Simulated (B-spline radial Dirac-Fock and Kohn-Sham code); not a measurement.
Energy-loss ionisation edge M2 of Tm

System: the free thulium atom, configuration [Xe] 4f13 6s2. Method: the first Born approximation with generalised oscillator strengths from a Dirac-Hartree-Slater potential (longitudinal and transverse terms; continuum final states only, so no white lines or fine structure). Computed with a radial atomic solver. The edge is taken at 2090.0 eV (tabulated value).

Input file task.json (cfg lists n, l and occupation; rrms is the nuclear radius in fm):

```json
{"items": [{
  "Z": 69,
  "q": 0,
  "cfg": [[1, 0, 2], [2, 0, 2], [2, 1, 6], [3, 0, 2], [3, 1, 6], [3, 2, 10], [4, 0, 2], [4, 1, 6], [4, 2, 10], [4, 3, 13], [5, 0, 2], [5, 1, 6], [6, 0, 2]],
  "A": 169,
  "rrms": 5.2256,
  "do": "eels",
  "beams": [[60, 5], [60, 100], [80, 50], [80, 100], [100, 5], [100, 10], [100, 100], [120, 5], [120, 50], [120, 100], [200, 20], [200, 50], [300, 20], [300, 50]],
  "edges": {"M2": 2090.0}
}]}
```

Launch: `python xray2_run.py task.json out`

Generalised oscillator strength df/dE of the whole subshell in 10⁻³ per eV, against momentum transfer:

```
q (1/a₀)  15 eV above  65 eV above  100 eV above  125 eV above
  0.0400        0.534        0.501         0.494         0.488
  0.0527        0.534        0.501         0.494         0.488
  0.0695        0.534        0.501         0.494         0.488
  0.0916        0.534        0.501         0.494         0.488
   0.121        0.534        0.501         0.494         0.488
   0.159        0.534        0.501         0.494         0.488
   0.210        0.534        0.501         0.494         0.488
   0.277        0.534        0.502         0.495         0.489
   0.365        0.534        0.503         0.495         0.489
   0.481        0.534        0.504         0.496         0.490
   0.634        0.534        0.506         0.498         0.492
   0.836        0.535        0.510         0.502         0.496
    1.10        0.535        0.517         0.508         0.501
    1.45        0.536        0.528         0.518         0.511
    1.91        0.537        0.546         0.535         0.527
    2.52        0.537        0.574         0.561         0.551
    3.33        0.535        0.613         0.597         0.586
    4.39        0.524        0.656         0.639         0.626
    5.78        0.492        0.679         0.664         0.652
    7.62        0.427        0.637         0.629         0.622
    10.0        0.322        0.493         0.494         0.493
    13.2        0.191        0.284         0.288         0.290
    17.5       0.0774        0.110         0.112         0.114
    23.0       0.0195       0.0266        0.0273        0.0278
    30.3      0.00338      0.00412       0.00425       0.00433
    40.0     0.000492     0.000520      0.000532      0.000541
```

As q goes to zero the values tend to the optical oscillator strength. At 125 eV above the edge the largest value on this grid is at q = 5.78 per a₀; a free electron at rest would take up the loss of 2215 eV at q = 12.8 per a₀, where the Bethe ridge forms once the loss is well above the edge energy.
